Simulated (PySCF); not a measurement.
Job file and geometry (Å, from GFN2-xTB) of an NMR shielding run on `B[SiH2]B(CC#CC)NC`, C5H13B2NSi, GIAO PBE0/pcSseg-1 NMR shielding, non-relativistic, gas phase in PySCF 2.14.0, density-fitted response routines; density fitting, a coarse starting grid and PySCF grid level 2 are the driver's defaults:

```
$ OMP_NUM_THREADS=1 python probes_run.py task.json out

{"job": {"kind": "nmr", "xc": "PBE0", "basis": "pcSseg-1"}, "charge": 0, "multiplicity": 1}
B      0.685718     1.657901    -0.862472
Si    -1.210806     1.038961    -0.760851
B     -0.954423    -0.874638    -0.371291
C      0.550941    -1.232835    -0.803324
C      1.350774    -0.089901    -0.384061
C      2.178911     0.621398     0.169394
C      3.263526     1.275166     0.877394
N     -1.691381    -1.778136     0.361368
C     -3.017170    -1.582668     0.903658
H      0.907554     2.552314    -0.118081
H      1.154334     1.833908    -1.939028
H     -2.007029     1.299332    -1.988229
H     -2.049863     1.732375     0.256679
H      0.620878    -1.325426    -1.892950
H      0.981487    -2.140125    -0.365893
H      3.013433     2.306849     1.115625
H      4.173951     1.266354     0.276008
H      3.449224     0.737471     1.809897
H     -1.333917    -2.700311     0.580750
H     -3.715670    -2.324703     0.507571
H     -3.004132    -1.666972     1.994430
H     -3.356752    -0.586927     0.632558
```

Q: Write the output of this run.

A: 
```
coarse grid: 18352 points
cycle   1  E = -591.5907651464  dE =  1.032e+00  |g| = 4.386e-01  |ddm| = 4.492e+00
cycle   2  E = -591.5912380229  dE = -4.729e-04  |g| = 4.568e-01  |ddm| = 1.061e+00
cycle   3  E = -591.6444958597  dE = -5.326e-02  |g| = 1.553e-01  |ddm| = 6.096e-01
cycle   4  E = -591.6497852827  dE = -5.289e-03  |g| = 5.504e-02  |ddm| = 1.912e-01
cycle   5  E = -591.6505077047  dE = -7.224e-04  |g| = 1.162e-02  |ddm| = 5.057e-02
cycle   6  E = -591.6505321567  dE = -2.445e-05  |g| = 5.580e-03  |ddm| = 1.265e-02
cycle   7  E = -591.6505390122  dE = -6.855e-06  |g| = 6.611e-04  |ddm| = 5.723e-03
final grid: 171216 points
cycle   8  E = -591.6997587583  dE = -4.963e-05  |g| = 8.592e-03  |ddm| = 5.180e-02
cycle   9  E = -591.6997546474  dE =  4.111e-06  |g| = 9.524e-03  |ddm| = 2.004e-02
cycle  10  E = -591.6997787298  dE = -2.408e-05  |g| = 1.269e-03  |ddm| = 1.147e-02
cycle  11  E = -591.6997790724  dE = -3.427e-07  |g| = 3.947e-04  |ddm| = 1.294e-03
cycle  12  E = -591.6997791050  dE = -3.254e-08  |g| = 1.661e-04  |ddm| = 4.719e-04
cycle  13  E = -591.6997791114  dE = -6.408e-09  |g| = 3.385e-05  |ddm| = 1.656e-04
cycle  14  E = -591.6997791116  dE = -2.642e-10  |g| = 1.042e-05  |ddm| = 5.613e-05
converged SCF energy = -591.6997791116

GIAO shielding tensors (ppm)
atom      isotropic    diamagn.    paramagn.     s11        s22        s33       span
  0 B      126.651     194.709     -68.058     90.495    129.360    160.097     69.601
  1 Si     451.622     882.372    -430.750    404.844    437.854    512.167    107.322
  2 B       51.698     202.200    -150.503     13.719     40.156    101.219     87.500
  3 C      159.953     255.618     -95.665    141.654    166.810    171.396     29.742
  4 C       99.375     271.321    -171.946     -8.156     49.440    256.840    264.995
  5 C       91.129     266.790    -175.660      8.334     17.259    247.795    239.461
  6 C      176.020     253.303     -77.283    161.372    170.688    196.000     34.629
  7 N      130.950     321.568    -190.619     21.865    167.464    203.519    181.654
  8 C      146.398     242.660     -96.262    127.271    127.911    184.011     56.740
  9 H       28.556      33.175      -4.618     25.732     28.174     31.763      6.031
 10 H       30.050      30.963      -0.913     25.053     29.126     35.970     10.916
 11 H       27.920      29.846      -1.926     24.665     25.574     33.521      8.856
 12 H       28.191      30.546      -2.356     24.473     26.585     33.513      9.040
 13 H       29.499      30.686      -1.187     25.522     27.497     35.477      9.955
 14 H       29.571      33.440      -3.869     24.773     29.098     34.843     10.070
 15 H       29.080      30.130      -1.050     22.807     28.762     35.671     12.864
 16 H       29.229      26.308       2.920     24.353     26.847     36.486     12.133
 17 H       29.272      30.018      -0.746     23.920     27.616     36.280     12.360
 18 H       26.884      33.424      -6.540     20.106     27.664     32.880     12.774
 19 H       28.581      25.558       3.023     24.203     26.345     35.195     10.992
 20 H       28.568      27.980       0.588     24.316     26.385     35.003     10.687
 21 H       28.307      28.766      -0.459     23.967     29.725     31.228      7.260
```

Size and cost of the density-fitted run: 225 basis functions, 90 s wall time on 1 thread of an Arm Neoverse N1, shared host; peak memory 1.1 GiB.
